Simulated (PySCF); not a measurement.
Simulated absorption spectrum

Species: C5H3OP.
SMILES: `C#CC1=CP=CO1`

Computed with TDDFT B3LYP/def2-SVPD, vertical, gas phase, core orbitals frozen in the response (PySCF). Geometry: GFN2-xTB; no solvent, vibrations or thermal averaging.

Broadening: Gaussians 0.4 eV wide at half height, area fixed by f = 4.319×10⁻⁹ ∫ε dν̃. The width is an assumption, not a result. The curve ends short of the highest state used, and states not computed would add to its high-energy end.

```
E (eV)  ε (L mol⁻¹ cm⁻¹)
  4.22                31
  4.25                57
  4.27                84
  4.30               147
  4.33               249
  4.35               347
  4.38               558
  4.41               870
  4.43              1148
  4.46              1698
  4.49              2435
  4.51              3043
  4.54              4144
  4.57              5471
  4.59              6472
  4.62              8119
  4.65              9877
  4.67             11068
  4.70             12802
  4.72             13872
  4.75             15265
  4.78             16309
  4.80             16771
  4.83             17077
  4.86             16906
  4.88             16538
  4.91             15649
  4.94             14430
  4.96             13482
  4.99             11937
  5.02             10332
  5.04              9273
  5.07              7753
  5.10              6362
  5.12              5522
  5.15              4406
  5.18              3462
  5.20              2924
  5.23              2246
  5.26              1704
  5.28              1410
  5.31              1054
  5.33               866
  5.36               648
  5.39               496
  5.41               426
  5.44               367
  5.47               363
  5.49               394
  5.52               500
  5.55               692
  5.57               880
  5.60              1273
  5.63              1824
  5.65              2293
  5.68              3167
```

(1) Locate the maxima and give the states behind the curve.

(2) Coming from long wavelengths, where does ε first pass 100 L mol⁻¹ cm⁻¹?

(3) On this curve, what absorbance would a 10⁻⁴ mol/L sample give at 280 nm over a 1 cm path?

Answers

(1) 256 nm (4.83 eV), ε about 17000, made up of S1 (94%) (ε in L mol⁻¹ cm⁻¹; maxima over ε = 5, shares over 10%). At its high-energy end, 5.68 eV, the curve is still rising (ε about 3200, from S6). The states used: S1 4.82 eV (f 0.239); S2 5.05 eV (f 0.033); S3 5.34 eV (f 0.0011); S4 5.46 eV (f 0.0003); S5 5.88 eV (f 0.0041); S6 5.99 eV (f 0.227); S7 6.12 eV (f 0.0022); S8 6.28 eV (f 0.0026).

(2) At about 290 nm (4.28 eV), 0.54 eV below S1.

(3) 280 nm is 4.428 eV, where ε is about 1100 L mol⁻¹ cm⁻¹, so A = ε c l ≈ 0.11 (Beer–Lambert, with the gas-phase spectrum and the assumed width).

The run took 39 s (with the writing of density and orbital grids) on one thread of an Arm Neoverse N1, on a shared host, and the process peaked at 0.70 GiB of memory.
